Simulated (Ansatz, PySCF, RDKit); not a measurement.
Dimer: GeH4 (SMILES [GeH4]) (first 5 atoms) with CH3NO (SMILES NC=O); geometry from B3LYP-D3(BJ)/def2-TZVP, rigid monomers moved along the line of their centres of mass till Ge1···O8 is 3.72 Å.
(charge 0, multiplicity 1):
```xyz
11

Ge    -0.15182    -0.51402    -0.00193
H     -1.49490     0.14345     0.32298
H      0.05050    -0.53408    -1.53086
H     -0.07598    -1.94448     0.53690
H      0.99626     0.32649     0.59238
N      1.21521     0.71301     4.15244
C      0.09136     0.03258     4.47661
O     -0.65611    -0.49273     3.68044
H      1.47396     0.80695     3.18264
H      1.79441     1.12774     4.86048
H     -0.08632    -0.00055     5.56664
```

Interaction energies are E(AB) − E(A) − E(B) at the monomers' geometry in the complex; basis-set methods are counterpoise corrected. Rows marked so take none. RDKit's UFF carries no charges.

Rows in STO-3G carry no dispersion term and start afresh at each structure; the Pople sets are all-electron and without relativity.

The values were computed with Ansatz (a first-principles code) with Gaussian orbitals; PySCF for STO-3G rows, the dispersion terms; RDKit for the force fields. 

One of these levels gives -2.2 kJ/mol for the interaction energy. Which one is it?
(A) r2SCAN/def2-TZVPPD
(B) r2SCAN-D4/def2-TZVPPD
(C) UFF
(D) HF/STO-3G (no counterpoise)

D, HF/STO-3G (no counterpoise). The others give -3.8 (UFF), -6.2 (r2SCAN/def2-TZVPPD), -7.7 (r2SCAN-D4/def2-TZVPPD)
